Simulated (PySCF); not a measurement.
Molecule: SMILES CO[C@@H](F)C(F)(F)F, C3H4F4O.

Bonds (- single, = double, # triple, : aromatic): C1-O2, O2-C3, C3-F4, C3-C5, C5-F6, C5-F7, C5-F8. C1 carries H9, H10, H11; C3 carries H12. Stereochemistry as in CO[C@@H](F)C(F)(F)F.

Frames of a GFN2-xTB Langevin trajectory at 400 K; GIAO PBE0/pcSseg-1 shieldings in PySCF 2.14, gas phase, non-relativistic; equivalent atoms averaged within each frame.

Chemical shifts δ = σref − σ; $^{13}$C (σref 186.93) and $^{1}$H (σref 31.72) vs TMS; $^{17}$O (σref 336.08) vs H2O; $^{19}$F (σref 170.95) vs CFCl3, all at this level. The references are static minima.

Question: How do the shifts (ppm) fluctuate along the trajectory?

Answer: 
```tsv
time (fs)	C5	C3	C1	O2	F6/F7/F8	F4	H12	H9/H10/H11
optimised geometry	128.4	111.4	59.3	70.7	-98.1	-174.0	5.38	3.88
250	133.6	119.1	60.8	83.2	-84.3	-140.9	6.61	4.34
425	124.9	108.0	53.6	62.2	-102.9	-178.4	4.60	3.32
625	121.6	114.3	74.6	72.7	-105.7	-146.0	5.24	5.31
800	136.5	113.2	59.8	56.1	-86.1	-147.6	4.64	3.79
1000	124.5	117.1	63.2	70.2	-99.3	-121.2	6.87	4.27
mean of frames	128.2	114.3	62.4	68.9	-95.7	-146.8	5.59	4.21
standard deviation	6.4	4.2	7.7	10.3	9.8	20.5	1.08	0.74
```

5 frames give an uncertainty of the mean of about the standard deviation over 2.2 at best, since frames this close in time may not be independent; classical motion lacks zero-point vibration, and the reference would need the same averaging.
